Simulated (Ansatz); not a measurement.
Program: Ansatz. Geometries: PBE0-D4/def2-TZVP. ΔE: electronic, gas phase. CCSD(T)/CBS adds triple-zeta CCSD(T) − MP2 to the extrapolated MP2 energy (def2 sets, frozen cores). Functionals use def2-TZVPP. B3LYP here is the variant with VWN-RPA as its local correlation; programs differ in this. For Ga outer-core shells are correlated without core-valence functions, which leaves a few kJ/mol of doubt a bond. Scalar relativity is left out up to krypton. Each species was taken in one conformer, which may not be the lowest.

Reaction (formal exchange of groups at the Si–C bond): `FC[SiH2][SiH3]` + `CO[CH2][GaH2]` → `[SiH3][SiH2][CH2][GaH2]` + `COCF`

CCSD(T)/CBS gives -24.9 kcal/mol.

(1) Another level gave -23.8 kcal/mol. Which?
A. PBE0-D4/def2-TZVPP
B. B3LYP/def2-TZVPP
C. MP2/def2-TZVPP
D. B2PLYP/def2-TZVPP

Largest T1 diagnostic among the species: 0.013.

Answers

(1) D. B2PLYP -23.8, PBE0-D4 -24.9, MP2/def2-TZVPP -26.3, B3LYP -22.3 kcal/mol.

From PBE to PBE0 (25 % exact exchange), in def2-TZVPP and without D4, ΔE moves by −1.1 kcal/mol. In def2-TZVPP, CCSD(T) changes the Hartree–Fock value by −1.0 kcal/mol (the triples alone add −0.4 kcal/mol) and MP2 by −2.3 kcal/mol.
